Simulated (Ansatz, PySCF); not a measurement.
The pair A = SiH4 (SMILES [SiH4]) (first 5 atoms), B = AsH3 (SMILES [AsH3]); geometry from B3LYP-D3(BJ)/def2-TZVP.
(charge 0, multiplicity 1):
```xyz
9

Si     0.0047    -0.0823     0.1973
H      0.3140    -0.6296    -1.1431
H     -1.4219     0.3073     0.2561
H      0.8518     1.1025     0.4583
H      0.2739    -1.1135     1.2247
As     0.1119     0.4385     4.1774
H     -0.6262     1.0291     5.3751
H     -0.7231    -0.8361     4.2204
H     -0.8503     1.0968     3.1939
```

Cores are frozen in the correlated methods. Filled d and f shells under p-block atoms count as core. CBS(a, b) extrapolates the correlation energy as X⁻³ and adds the Hartree–Fock energy of set b.

Run with Ansatz (Gaussian basis) for Hartree–Fock, density functionals and correlated methods; PySCF for the dispersion terms. Values without a source in brackets are computed.

The monomers are drawn apart, rigid, along the line of their centres of mass. Counterpoise-corrected interaction energies (kcal/mol):

```csv
level,R = 5.351 Å,R = 6.683 Å
PBE-D3(BJ)/def2-TZVPPD,-0.4187,-0.0889
wB97M-V/def2-TZVPPD,-0.2733,-0.0636
"CCSD(T)/CBS(def2-SVPD, def2-TZVPPD)",-0.2640,-0.0638
```

Task: R is the distance of the centres of mass. Find the local exponent m of E ∝ R⁻ᵐ between the two points.

Result: 
m = ln(E₁/E₂)/ln(R₂/R₁): PBE-D3(BJ)/def2-TZVPPD 7.0; wB97M-V/def2-TZVPPD 6.6; CCSD(T)/CBS(def2-SVPD, def2-TZVPPD) 6.4. For scale, two fixed dipoles give m = 3, dipole and quadrupole 4, quadrupoles 5, and dispersion or dipole-induced dipole 6 at long range; at these distances several terms mix, and what is left of overlap and damping shifts m, so it need not match one of them.

Ansatz is a quantum-chemistry and plane-wave program.
